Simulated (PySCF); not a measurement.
# Dipole moment and polarisability of `[H]/N=C\[C@H]1CC=CS1`

C5H7NS.
Geometry (GFN2-xTB, Å), atoms numbered from 1 in this order:
```xyz
14
C5H7NS angstrom
N      2.4376    0.7522    0.2177
C      1.7062   -0.2536    0.3116
C      0.5149   -0.6556   -0.5272
C     -0.7536   -0.8092    0.3305
C     -1.6226    0.3845    0.0751
C     -1.2806    1.1376   -0.9582
S      0.1528    0.6138   -1.8123
H      2.1899    1.3897   -0.5419
H      1.9359   -0.9602    1.1071
H      0.7649   -1.5826   -1.0490
H     -0.4898   -0.8808    1.3889
H     -1.2973   -1.7212    0.0628
H     -2.4800    0.5724    0.6978
H     -1.7789    2.0125   -1.3299
```

Level: PBE0/def2-SVPD (PySCF), static field, nuclei fixed, core orbitals frozen in the response. The polarisability tensor in these axes (au):

```
x    86.81   1.72  -3.20
y     1.72  76.64 -10.78
z    -3.20 -10.78  79.66
```

**Question.** Diagonalise the tensor; give its mean and Δα, where Δα² is half the sum of the squared differences of the eigenvalues.

**Answer.** Principal values 67.23, 84.23 and 91.65 au; mean 81.04 au = 12.01 Å³ = 13.36 × 10⁻⁴⁰ C²·m²/J; Δα = 21.69 au (27 % of the mean).

**Question.** What is the dipole moment, and where does it point?

**Answer.** (-2.46, -1.49, 0.28) D, 2.89 D in size, pointing from the negative to the positive side. Measured along this direction, the outermost atoms are H8 at the negative end and H12 and H13 at the positive end.

**Question.** Refractivity n − 1 of an ideal gas of it at 273.15 K and 1 atm, from the electronic α?

**Answer.** N = p/kT = 2.6868 × 10¹⁹ cm⁻³, so n − 1 = 2π × N × 12.01 × 10⁻²⁴ cm³ = 2027 × 10⁻⁶ at long wavelengths, for an ideal gas.

**Question.** In TDDFT the mean static polarisability is Σ f/ω² over all singlet excitations (ω in hartree). How much of it do the 6 lowest give? Their energies (eV) and oscillator strengths: 4.90, 0.0026; 4.94, 0.0042; 5.26, 0.0048; 5.43, 0.0948; 5.85, 0.0207; 6.34, 0.0031.

**Answer.** They add up to 3.22 au, 4.0 % of the 81.04 au; the largest single term is 2.38 au, from the state at 5.43 eV. Terms in order: 0.08, 0.13, 0.13, 2.38, 0.45, 0.06 au. Higher excitations give the rest. The strengths listed sum to 0.130.

**Question.** Give the principal axes and the span of the nuclei along them.

**Answer.** Largest value along (-0.59, -0.51, 0.62), where the nuclei span 4.04 Å; middle along (0.80, -0.42, 0.42), 5.26 Å; least along (0.04, 0.75, 0.66), 2.66 Å. The strongest response doesn't lie along the longest of the three spans.

**Question.** Molar refractivity from α?

**Answer.** Lorentz–Lorenz: R = (4π/3)N_A α = 2.5225 cm³/(mol·Å³) × 12.01 Å³ = 30.3 cm³/mol, in the limit of long wavelengths.

**Question.** What are the principal values of the traceless quadrupole moment, Θ = ½Σq(3rr − r²1), about the centre of nuclear charge?

**Answer.** -13.28, 3.21, 10.07 D·Å. The values depend on the origin, since the dipole doesn't vanish. The electronic extent ⟨r²⟩ about the same centre is 814 bohr², a root-mean-square distance of 1.95 Å for the 60 electrons.

One conformer (not necessarily the lowest) at the GFN2-xTB geometry, without solvent, vibrations or thermal averaging.
